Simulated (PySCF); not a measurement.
Can point charges reproduce the dipole moment of `C[C@@H]([SiH3])[C@](C)(C=O)C[SiH3]`?

Coordinates (GFN2-xTB, Å) and charges (e) from the PBE0/pcSseg-1 density (PySCF):

| atom | x | y | z | Mulliken | IAO | Hirshfeld | ESP-fitted |
| --- | --- | --- | --- | --- | --- | --- | --- |
| C1 | -1.462 | -0.970 | -1.109 | -0.1982 | -0.4084 | -0.1175 | -0.5862 |
| C2 | -0.698 | 0.240 | -0.580 | -0.4846 | -0.3619 | -0.1050 | +0.1245 |
| Si3 | -1.889 | 1.701 | -0.190 | +0.5581 | +0.5989 | +0.2686 | +0.3104 |
| C4 | 0.242 | -0.118 | 0.579 | -0.6244 | -0.0001 | +0.0092 | +0.3721 |
| C5 | -0.492 | -0.850 | 1.719 | -0.1356 | -0.4104 | -0.1108 | -0.4991 |
| C6 | 0.735 | 1.149 | 1.209 | +0.4218 | +0.2714 | +0.1479 | +0.2949 |
| O7 | 0.197 | 2.219 | 1.110 | -0.3697 | -0.3654 | -0.1553 | -0.4153 |
| C8 | 1.453 | -0.956 | 0.144 | -0.3937 | -0.5329 | -0.1546 | -0.4233 |
| Si9 | 2.526 | -0.169 | -1.222 | +0.4532 | +0.5772 | +0.3100 | +0.3311 |
| H10 | -0.795 | -1.800 | -1.341 | +0.1067 | +0.1275 | +0.0349 | +0.1376 |
| H11 | -1.983 | -0.698 | -2.024 | +0.1306 | +0.1493 | +0.0436 | +0.1600 |
| H12 | -2.207 | -1.311 | -0.394 | +0.1183 | +0.1356 | +0.0394 | +0.1432 |
| H13 | -0.049 | 0.590 | -1.393 | +0.1624 | +0.1295 | +0.0292 | +0.0068 |
| H14 | -2.320 | 1.759 | 1.205 | -0.0866 | -0.1266 | -0.0860 | -0.0815 |
| H15 | -3.113 | 1.364 | -0.945 | -0.1284 | -0.1623 | -0.1053 | -0.1630 |
| H16 | -1.413 | 2.962 | -0.744 | -0.0787 | -0.1149 | -0.0855 | -0.0897 |
| H17 | -1.400 | -0.321 | 1.995 | +0.1328 | +0.1489 | +0.0423 | +0.1313 |
| H18 | 0.147 | -0.926 | 2.598 | +0.1147 | +0.1401 | +0.0428 | +0.1161 |
| H19 | -0.753 | -1.857 | 1.403 | +0.1298 | +0.1482 | +0.0482 | +0.1331 |
| H20 | 1.642 | 1.037 | 1.833 | +0.0850 | +0.1049 | +0.0461 | +0.0378 |
| H21 | 2.075 | -1.144 | 1.023 | +0.1380 | +0.1419 | +0.0383 | +0.0944 |
| H22 | 1.105 | -1.936 | -0.186 | +0.1484 | +0.1498 | +0.0434 | +0.1266 |
| H23 | 1.980 | -0.464 | -2.547 | -0.0649 | -0.1140 | -0.0732 | -0.0825 |
| H24 | 2.599 | 1.278 | -1.009 | -0.0583 | -0.1142 | -0.0730 | -0.0906 |
| H25 | 3.864 | -0.754 | -1.122 | -0.0765 | -0.1119 | -0.0777 | -0.0889 |

Task: What dipole does each set of charges give (1 e·Å = 4.803 D), and what does the density give?

Result: The full density gives (1.65, -2.98, 0.73) D, 3.49 D in size; dipole vectors point from the negative to the positive end.

| scheme | μx | μy | μz | size (D) | share of the full size (%) | angle to the full dipole (°) |
| --- | --- | --- | --- | --- | --- | --- |
| Mulliken | 0.70 | -2.20 | 0.05 | 2.31 | 66 | 16 |
| IAO | 1.76 | -2.09 | 0.35 | 2.75 | 79 | 12 |
| Hirshfeld | 1.71 | -1.63 | 0.74 | 2.48 | 71 | 18 |
| ESP-fitted | 1.65 | -2.99 | 0.72 | 3.49 | 100 | 0 |

Task: Which set comes closest?

Result: Length of the difference vector: ESP-fitted 0.02 D, IAO 0.98 D, Hirshfeld 1.35 D, Mulliken 1.41 D. Closest: ESP-fitted. ESP charges are fitted to the potential around the molecule, whose slowest-falling term is the dipole's. 

Task: What is left for the Hirshfeld atoms' own dipoles?

Result: The Hirshfeld atoms' densities add up to the full density, so μ = Σ q r + Σ (atomic dipoles). The atomic dipoles sum to (1.65, -2.98, 0.73) − (1.71, -1.63, 0.74) = (-0.06, -1.35, -0.01) D, 1.35 D in size.

Task: With the origin at the mean of the coordinates, (0.000, 0.001, 0.000) Å, which are the largest single terms, by size, of the IAO dipole along the direction of the full one?

Result: Si3 -6.87, C8 -3.93, Si9 +3.01, O7 +2.76, H15 +2.21 D; all 25 atoms together +2.69 D. The single terms depend on the origin, their sum doesn't.

Task: Give the size of the full dipole in other units.

Result: 3.49 D = 1.372 au = 0.726 e·Å = 11.64 × 10⁻³⁰ C·m.

Isolated species at its GFN2-xTB geometry (one conformer only).

Conformer computed: `[CH3:1][C@@H:2]([SiH3:3])[C@:4]([CH3:5])([CH:6]=[O:7])[CH2:8][SiH3:9]`: C1–C2–C4–C5 -54°, C2–C4–C6–O7 21°, C2–C4–C8–Si9 56°.
